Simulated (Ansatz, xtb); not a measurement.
**C4H4N2O: which of two isomers lies lower**

Structure I is `O=Cn1cccn1`, a singlet and structure II is `O=Cc1ccn[nH]1`, a singlet. Both are isolated molecules in the gas phase, relaxed with B3LYP/def2-SVP; each stands in its lowest conformer found.

Energies in hartree; the thermal terms are from GFN2-xTB frequencies at re-optimised GFN2-xTB minima (ideal gas, soft modes damped towards free rotors, one conformer each, 298.15 K, 1 atm) and include the zero-point energy:

|  | I | II |
| --- | --- | --- |
| E, CCSD(T)/def2-SVP | −338.366911 | −338.360196 |
| E, MP2/def2-SVP | −338.296678 | −338.293139 |
| E, MP2/def2-TZVPP | −338.915675 | −338.913516 |
| zero-point energy | 0.077799 | 0.077896 |
| H(298 K) − E | 0.084341 | 0.084568 |
| G(298 K) − E | 0.048373 | 0.048241 |

Correct the CCSD(T) difference for the basis set by the MP2 change, then work out ΔE, ΔE₀, ΔH and ΔG for I → II in kJ/mol (1 Eh = 2625.50 kJ/mol) and the equilibrium ratio [II]/[I].

1. Differences II − I: CCSD(T) +0.006715, MP2 in the small set +0.003539, MP2 in the large set +0.002159 Eh.
2. ΔE = +0.006715 + (+0.002159 − (+0.003539)) = +0.005335 Eh = +14.01 kJ/mol.
3. ΔE₀ = ΔE + ΔZPE = +0.005335 + (+0.000097) Eh = +14.26 kJ/mol.
4. ΔH = ΔE + (+0.000227) Eh = +14.60 kJ/mol.
5. ΔG = ΔE + (−0.000132) Eh = +13.66 kJ/mol, so ΔS = (ΔH − ΔG)/T = +3.2 J/(mol K).
6. kT = 0.9442 mEh, so K = [II]/[I] = exp(−ΔG/kT) = exp(−5.51) ≈ 0.004.

Structure I is favoured at this temperature. An error of 4 kJ/mol in ΔG would change K by a factor of 5. Mirror images and further conformers aren't counted.

As drawn, II has 1 C–C, 1 N–H in place of 1 C–N, 1 C–H.

Other levels gave ΔE = +37.1 (GFN2-xTB); +23.8 (HF/STO-3G, GFN2-xTB geometries); +9.1 (r2SCAN-D4/def2-SVP, GFN2-xTB geometries); +11.9 (B3LYP/def2-SVP); +27.5 (HF/def2-SVP); +9.3 (MP2/def2-SVP); +17.6 (CCSD(T)/def2-SVP) kJ/mol. The correlated steps freeze 7 core orbitals. Programs: Ansatz 0.2.0, xtb 6.7.1.
